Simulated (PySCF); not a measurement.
# EPR parameters of C8H11

C₈H₁₁ (doublet state).
Atom-mapped SMILES: `[CH2:1]1[CH2:2][C@@H:3]2[C:4]1[C@@H:5]2[CH:6]1[CH2:7][CH2:8]1` (hydrogens: H9, H10 on C1; H11, H12 on C2; H13 on C3; H14 on C5; H15 on C6; H16, H17 on C7; H18, H19 on C8)

Geometry (GFN2-xTB, Å), atoms numbered from 1 in this order:
```xyz
19
C8H11 angstrom
C      2.0513    0.8751   -0.1601
C      1.9381   -0.3211    0.8156
C      1.2387   -1.1413   -0.2575
C      1.3310    0.0257   -1.1837
C     -0.0185   -0.4220   -0.7913
C     -0.9760    0.3338    0.0626
C     -2.2087   -0.3661    0.5683
C     -2.3281    0.6867   -0.4879
H      1.5600    1.8056    0.1240
H      3.0823    1.0876   -0.4329
H      1.3317   -0.1271    1.7006
H      2.8991   -0.7327    1.1166
H      1.3621   -2.2018   -0.3941
H     -0.5144   -1.0285   -1.5432
H     -0.5248    1.0584    0.7274
H     -2.5564   -0.1409    1.5654
H     -2.3570   -1.3951    0.2781
H     -2.5619    0.3729   -1.4941
H     -2.7584    1.6399   -0.2211
```

The hyperfine couplings belong to this conformer and change with its torsions.

Method used: UKS B3LYP, pcH-1 on C H, non-relativistic, mean-field spin-orbit, GIAO (PySCF). Geometry: GFN2-xTB, one conformer, isolated molecule. The geometry wasn't refined by DFT: couplings that depend on bond lengths, twists or pyramidal angles can differ widely from those at the functional's own minimum. The SCF solution wasn't tested for stability.

```
g1, g2, g3                      : 2.00212, 2.00300, 2.00351
g_iso                           : 2.00288
Form of g                       : rhombic: the two nearest values differ by 36 % of g3 − g1
⟨S²⟩                            : 0.7525 (exact 0.7500)
α and β electrons               : 30, 29
HOMO–LUMO gap, α and β orbitals : 6.64, 5.27 eV
```

Isotropic coupling and dipolar principal values T1 to T3, in 10⁻⁴ cm⁻¹ (1 × 10⁻⁴ cm⁻¹ = 2.998 MHz):

```csv
atom,isotope,a_iso,T1,T2,T3,Mulliken spin population
C1,13C,1.5,-2.4,-1.7,4.1,-0.01
C2,13C,11.3,-1.5,-1.0,2.6,0.03
C3,13C,-2.9,-4.0,-3.1,7.1,0.06
C4,13C,124.8,-21.6,-20.9,42.6,0.83
C5,13C,-0.4,-2.6,-1.4,4.0,0.01
C6,13C,-0.6,-0.4,-0.3,0.7,0.00
C7,13C,1.3,-0.4,-0.4,0.8,0.01
C8,13C,1.2,-0.2,-0.2,0.4,0.00
H9,1H,1.6,-1.9,-0.9,2.7,0.00
H10,1H,12.0,-2.0,-1.8,3.8,0.01
H11,1H,13.1,-1.0,-0.4,1.5,0.02
H12,1H,-0.7,-1.1,-0.7,1.7,0.00
H13,1H,11.2,-2.2,-1.4,3.6,0.01
H14,1H,13.1,-2.0,-1.6,3.6,0.01
H15,1H,-0.2,-0.8,-0.7,1.5,0.00
H16,1H,0.2,-0.4,-0.2,0.5,0.00
H17,1H,-0.3,-0.4,-0.2,0.7,0.00
H18,1H,0.0,-0.4,-0.3,0.8,0.00
H19,1H,0.3,-0.3,-0.2,0.5,0.00
```

The largest Mulliken spin populations are on C4 (+0.83) and C3 (+0.06). No atom but C4 exceeds +0.15. The angles at C4 add up to 270.7°, so it is pyramidal.

Under fast tumbling the dipolar parts average out, and these isotropic splittings remain (the largest six): 1 × 1H (H14, I = 1/2, 2 lines) with 1.41 mT, 1 × 1H (H11, I = 1/2, 2 lines) with 1.40 mT, 1 × 1H (H10, I = 1/2, 2 lines) with 1.28 mT, 1 × 1H (H13, I = 1/2, 2 lines) with 1.20 mT, 1 × 1H (H9, I = 1/2, 2 lines) with 0.17 mT and 1 × 1H (H12, I = 1/2, 2 lines) with 0.08 mT.

The 13C coupling of C4 (374.3 MHz) shows only in satellite lines or after enrichment, since that isotope makes up about 1.07 % of natural carbon.

The spin density at the nucleus, in bohr⁻³, is negative for C3 (-0.0078) and C6 (-0.0015), for instance. A restricted open-shell determinant has no negative spin density anywhere; here it arises because α and β orbitals differ (spin polarisation).

Time: 41 s wall (grids of density and orbitals included); peak memory 1.1 GiB. Hardware: AMD EPYC 9R45, one thread (shared host).
